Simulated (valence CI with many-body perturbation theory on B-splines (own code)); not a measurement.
Level structure of Mn19+

Computed by valence CI with perturbative core correlation (CI+MBPT): four valence electrons over a frozen Dirac-Fock core [He], radial functions for each j: 11 s, 11 p, 9 d, 7 f, 5 g, 2 h, 1 i, with the one-electron correlation potential Σ1 (screened to all orders), the two-electron term Σ2, the three-electron term Σ3, Breit, model QED; selected single and double excitations, second order for the rest (own B-spline code, finite nucleus).

No measured levels were compared; by estimate levels of excited configurations hold to 0.05 to 0.15 % of their energy, terms of the ground configuration to about 0.5 %.

Levels 46 to 90 of 108, with energies above the lowest level, 2s2 2p2 3P_0. "Leading %" is the weight of the configuration and term that name the level; weights of strongly mixed levels are sums over their largest components and can fall short.

```csv
No.,Configuration,Term,J,E (× 10³ cm⁻¹),Leading %,g,Second component
46,2s2 2p 3d,3D°,3,7510.4,75,1.272,18 % 2s2 2p 3d 3F°
47,2s2 2p 3d,3P°,2,7523.7,52,1.336,41 % 2s2 2p 3d 3D°
48,2s2 2p 3d,3P°,1,7524.6,72,1.265,23 % 2s2 2p 3d 3D°
49,2s2 2p 3d,3P°,0,7526.8,94,,
50,2s 2p2 3s,3P,2,7551.6,86,1.474,6 % 2s2 2p 3p 3P
51,2s 2p2 3p,5D°,0,7555.3,91,,6 % 2s 2p2 3p 3P°
52,2s 2p2 3p,5D°,1,7557.8,57,1.722,18 % 2s 2p2 3p 3S°
53,2s2 2p 3d,1F°,3,7576.6,86,1.029,8 % 2s2 2p 3d 3D°
54,2s2 2p 3d,1P°,1,7579.4,78,1.021,8 % 2s2 2p 3d 3D°
55,2s 2p2 3p,5D°,2,7587.2,78,1.561,18 % 2s 2p2 3p 5P°
56,2s 2p2 3p,3S°,1,7590.6,45,1.827,35 % 2s 2p2 3p 5D°
57,2s 2p2 3p,5D°,3,7624.6,87,1.514,11 % 2s 2p2 3p 5P°
58,2s 2p2 3p,5P°,1,7626.9,57,1.929,18 % 2s 2p2 3p 3D°
59,2s 2p2 3p,5P°,2,7628.1,62,1.702,18 % 2s 2p2 3p 5D°
60,2s 2p2 3p,3D°,1,7653.7,72,0.954,14 % 2s 2p2 3p 5P°
61,2s 2p2 3p,5P°,3,7659.0,69,1.575,20 % 2s 2p2 3p 3D°
62,2s 2p2 3p,5D°,4,7665.4,96,1.489,
63,2s 2p2 3p,3D°,2,7680.6,81,1.256,9 % 2s 2p2 3p 5P°
64,2s 2p2 3s,3D,1,7693.7,94,0.524,
65,2s 2p2 3s,3D,2,7699.8,90,1.179,5 % 2s 2p2 3s 3P
66,2s 2p2 3s,3D,3,7708.6,93,1.344,
67,2s 2p2 3p,5S°,2,7711.1,84,1.946,9 % 2s 2p2 3p 5P°
68,2s 2p2 3p,3P°,0,7711.8,94,,5 % 2s 2p2 3p 5D°
69,2s 2p2 3p,3D°,3,7724.9,76,1.375,17 % 2s 2p2 3p 5P°
70,2s 2p2 3p,3P°,1,7732.0,79,1.482,9 % 2s 2p2 3p 3S°
71,2s 2p2 3p,3P°,2,7736.3,84,1.472,4 % 2s 2p2 3p 3D°
72,2s 2p2 3d,5F,1,7754.6,89,0.121,6 % 2s 2p2 3d 5D
73,2s 2p2 3d,5F,2,7761.8,73,1.102,15 % 2s 2p2 3d 5D
74,2s 2p2 3s,1D,2,7762.8,85,1.034,4 % 2s 2p2 3d 5F
75,2s 2p2 3d,5F,3,7776.6,65,1.338,26 % 2s 2p2 3d 5D
76,2s 2p2 3d,5F,4,7807.3,77,1.377,21 % 2s 2p2 3d 5D
77,2s 2p2 3d,5D,0,7818.4,94,,4 % 2s 2p2 3d 3P
78,2s 2p2 3d,5D,1,7818.9,78,1.447,7 % 2s 2p2 3d 5F
79,2s 2p2 3s,3S,1,7819.4,40,1.653,37 % 2s 2p2 3s 3P
80,2s 2p2 3d,5D,2,7819.5,52,1.434,20 % 2s 2p2 3d 5F
81,2s 2p2 3d,5D,3,7824.8,33,1.460,31 % 2s 2p2 3d 5F
82,2s 2p2 3s,3P,0,7828.6,76,,20 % 2s 2p2 3s 1S
83,2s 2p2 3d,5F,5,7842.8,96,1.391,
84,2s 2p2 3d,3P,2,7847.4,55,1.270,21 % 2s 2p2 3d 3F
85,2s 2p2 3d,5D,4,7854.9,70,1.443,20 % 2s 2p2 3d 5F
86,2s 2p2 3p,3F°,2,7870.7,64,0.796,28 % 2s 2p2 3p 1D°
87,2s 2p2 3d,3F,2,7872.6,72,0.901,19 % 2s 2p2 3d 3P
88,2s 2p2 3d,5P,3,7875.9,58,1.559,30 % 2s 2p2 3d 5D
89,2s 2p2 3d,5P,2,7887.8,78,1.751,17 % 2s 2p2 3d 5D
90,2s 2p2 3d,3P,1,7889.1,79,1.418,8 % 2s 2p2 3d 3D
```

Names give the largest LS component (configuration and term), which can be under half, so a name can repeat, a term be missing and a line seem to break the LS rules; names also repeat where a configuration has a term twice.

Where two levels of one J and parity lie close, their mixing, g and order are uncertain.
